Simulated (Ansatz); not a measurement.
A run for Ansatz (an electronic-structure program): U-CCSD(T)/cc-pVDZ on C2H3B (SMILES BC#C), a point of a bond scan (R = 3.806 Å).

Ansatz 0.2 input:
```yaml
crystal:
  periodic: [false, false, false]
  atoms:
    - {symbol: B, position_ang: [-1.19336207, -0.05181280, -0.71503351]}
    - {symbol: C, position_ang: [0.09242682, 0.00401294, 0.05537990]}
    - {symbol: C, position_ang: [1.12928729, 0.04903083, 0.67664147]}
    - {symbol: H, position_ang: [2.04113857, 0.08862114, 1.22300057]}
    - {symbol: H, position_ang: [-3.62944460, 2.86855904, -0.55998522]}
    - {symbol: H, position_ang: [-1.44997504, -1.00862318, -1.37338029]}
basis:
  gaussian:
    orbitals: cc-pVDZ
correlation: {method: ccsd_t, electrons: outside_noble_gas}
scf: {omitted_lower_state_checks: [cluster_reference]}
magnetization: {spin_polarized: true, initial_magnetization: 0}
```

The head of its log:

```
WARN ansatz: RAYON_NUM_THREADS=1 ignored (pool sized by the plan → 1); use --threads N
Functional definition: HF
these checks for a lower state are left out or cut short: cluster_reference
integrals: 0.04 GiB planned
528 factors; integrals over basis functions are off by at most 1.2e-3 eV
mean field: 0.10 GiB planned
mean field evaluation 1: about -2766.9411 eV, gradient 1.7e1 eV
mean field evaluation 2: about -2766.9434 eV, gradient 1.7e1 eV
mean field evaluation 4: about -2770.2789 eV, gradient 5.9e0 eV
mean field evaluation 8: about -2770.6666 eV, gradient 7.0e-2 eV
mean field evaluation 16: about -2770.6664 eV, gradient 7.3e-4 eV
mean field evaluation 32: about -2774.4816 eV, gradient 2.5e-6 eV
mean field evaluation 64: about -2773.6958 eV, gradient 5.2e0 eV
mean field evaluation 96: about -2774.1547 eV, gradient 4.8e0 eV
mean field -2774.48159101 eV, -101.9603178586 hartree, gradient 2.6e-6 eV, S^2 1.090735; 11 other end points of the search recorded, 0 dependent functions left out
3 core orbitals not correlated
reference -2774.48159101 eV, -101.9603178586 hartree; 7, 7 occupied and 47, 47 virtual orbitals, 528 factors
```

Task: Predict the final total energy.

Result: -102.3019 hartree (reference determinant -101.9603, T1 diagnostic 0.030). Its determinant has ⟨S²⟩ = 1.09, a mixture of spin states.
